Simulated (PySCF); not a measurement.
Fractional electron number in Pr (praseodymium, neutral)

The 6s beta orbital of [Xe] 4f3 6s2 is emptied in steps (occupation f), with all orbitals relaxed, ending at [Xe] 4f3 6s1. Computed with PySCF 2.14 in def2-TZVP with the def2 core potential (28 electrons), with a scalar-relativistic core potential. The exact energy is a straight line in f; departures are measured from the line between the end points of the same method.

```json
{"f": "1", "PBE0 (eV)": "0.000", "r2SCAN (eV)": "0.000", "LC-wPBE (eV)": "0.000"}
{"f": "0.9", "PBE0 (eV)": "-0.136", "r2SCAN (eV)": "-0.157", "LC-wPBE (eV)": "0.014"}
{"f": "0.7", "PBE0 (eV)": "-0.318", "r2SCAN (eV)": "-0.360", "LC-wPBE (eV)": "0.032"}
{"f": "0.5", "PBE0 (eV)": "-0.380", "r2SCAN (eV)": "-0.417", "LC-wPBE (eV)": "0.035"}
{"f": "0.3", "PBE0 (eV)": "-0.319", "r2SCAN (eV)": "-0.335", "LC-wPBE (eV)": "0.028"}
{"f": "0.1", "PBE0 (eV)": "-0.133", "r2SCAN (eV)": "-0.132", "LC-wPBE (eV)": "0.012"}
{"f": "0", "PBE0 (eV)": "0.000", "r2SCAN (eV)": "0.000", "LC-wPBE (eV)": "0.000"}
```

```json
{"method": "PBE0", "E(f=0) − E(f=1) (eV)": "5.362", "−ε at f=1 (eV)": "3.855", "−ε at f=0.5 (eV)": "5.359"}
{"method": "r2SCAN", "E(f=0) − E(f=1) (eV)": "5.131", "−ε at f=1 (eV)": "3.372", "−ε at f=0.5 (eV)": "5.204"}
{"method": "LC-wPBE", "E(f=0) − E(f=1) (eV)": "5.167", "−ε at f=1 (eV)": "5.329", "−ε at f=0.5 (eV)": "5.153"}
```

Orbital energy along the path (eV):

```
  f    PBE0  r2SCAN  LC-wPBE
  1  -3.855  -3.372   -5.329
0.9  -4.151  -3.747   -5.291
0.7  -4.751  -4.479   -5.218
0.5  -5.359  -5.204   -5.153
0.3  -5.979  -5.867   -5.107
0.1  -6.596  -6.387   -5.067
  0  -6.681  -6.397   -5.016
```

Reference removal energy between the ground levels: 5.470 eV (semi-empirical (NIST evaluation); NIST Atomic Spectra Database, ionization energies). The calculation has no spin-orbit coupling.
